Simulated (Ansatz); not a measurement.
Ru₂H⁻. Charge -1, multiplicity 1. Geometry r2SCAN-D4/def2-TZVPD, that of the charge -1 singlet.

```xyz
3

Ru   -0.2867    0.5090   -0.2510
Ru    0.8830    0.3600    1.3657
H    -0.5963   -0.8690   -1.1147
```

In the def2 sets Ru takes a core potential; there is no spin–orbit coupling. At PBE-D4/def2-TZVPD, r2SCAN-D4/def2-TZVPD, PBE0-D4/def2-TZVPD the unrestricted singlet has broken spin symmetry (⟨S²⟩ up to 1.69). At PBE-D4/def2-TZVPD, r2SCAN-D4/def2-TZVPD, PBE0-D4/def2-TZVPD the highest occupied level of the charge -1 singlet lies above zero (up to 1.14 eV). Its loss leaves the charge 0 doublet, which lies 1.33 eV higher (vertical, at PBE-D4/def2-TZVPD), but this difference is unsure: the doublet is doubtful (geometry relaxed on an unsound state). At PBE0-D4/def2-TZVPD a quintet of charge -1 lies 0.79 eV below the unrestricted singlet, which stands at the restricted singlet's geometry. The structure comes from a short search, and lower isomers may exist.

(1) Estimate the orbital energies around the gap (eV) in Ansatz with PBE-D4/def2-TZVPD, r2SCAN-D4/def2-TZVPD, PBE0-D4/def2-TZVPD.

## Answers

(1) 
| orbital | PBE-D4/def2-TZVPD | r2SCAN-D4/def2-TZVPD | PBE0-D4/def2-TZVPD |
| --- | --- | --- | --- |
| HOMO−5 | -1.91 | -2.15 | -2.82 |
| HOMO−4 | -0.23 | -0.44 | -1.33 |
| HOMO−3 | -0.06 | -0.17 | -0.94 |
| HOMO−2 | 0.49 | 0.34 | -0.30 |
| HOMO−1 | 1.09 | 0.74 | -0.17 |
| HOMO | 1.14 | 0.81 | 0.08 |
| LUMO | 1.67 | 1.88 | 2.43 |
| LUMO+1 | 1.88 | 2.17 | 3.05 |
| LUMO+2 | 2.09 | 2.27 | 3.20 |
| LUMO+3 | 2.56 | 2.69 | 3.23 |
| LUMO+4 | 2.98 | 3.20 | 3.54 |
| LUMO+5 | 3.64 | 4.00 | 4.21 |
| β HOMO | 1.14 | 0.81 | 0.08 |
| β LUMO | 1.67 | 1.88 | 2.43 |
